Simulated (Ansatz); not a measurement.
Hf(OH)3 (H3HfO3), SMILES [OH][Hf+]([OH])[OH], charge +1, multiplicity 1.

Geometry optimised at r2SCAN-D4/def2-SVP. The spin state was assumed, not searched. The isomer is the one that the SMILES or the coordinates give; other isomers of the formula were not compared. The def2 effective core potentials stand for the cores of Hf; spin–orbit coupling is left out. One conformer was computed; it need not be the lowest.

Two levels are set side by side: PBE/def2-SVPD (Ansatz, an electronic-structure program) and CAM-B3LYP/def2-SVPD (Ansatz). Energy differences of separate SCF runs at the same geometry; the states with an electron removed or added have multiplicity 2 and 2. Differences are taken from unrounded values.

```json
[
 {"quantity": "vertical ionisation energy (eV)", "CAM-B3LYP": "16.83", "PBE": "15.97", "PBE minus CAM-B3LYP": "-0.87"},
 {"quantity": "vertical electron affinity (eV)", "CAM-B3LYP": "6.19", "PBE": "5.98", "PBE minus CAM-B3LYP": "-0.21"},
 {"quantity": "vertical singlet–triplet gap (eV)", "CAM-B3LYP": "5.14", "PBE": "4.45", "PBE minus CAM-B3LYP": "-0.69"}
]
```
